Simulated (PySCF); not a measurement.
**Radial density of Li²⁺ (lithium, charge +2)**

M06-L, 1s1, 2S determinant. All numbers are calculated (PySCF 2.14, the non-relativistic Hamiltonian (point nucleus), in pcseg-2).

```csv
r (bohr),4πr²ρ (e/bohr),4πr²(ρα − ρβ)
0.00682,0.004899,0.0049
0.0115,0.01361,0.0136
0.0193,0.03684,0.0368
0.0325,0.09553,0.0955
0.0546,0.2356,0.2356
0.0918,0.5270,0.5270
0.154,1.010,1.0105
0.260,1.492,1.4919
0.437,1.445,1.4453
0.735,0.7038,0.7038
1.24,0.1193,0.1193
2.08,0.006275,0.0063
3.50,0.0003351,0.0003
5.88,7.797e-05,0.0001
9.90,0.0002361,0.0002
```

For one electron the Hartree and exchange-correlation energies should cancel; what remains is the self-interaction error.
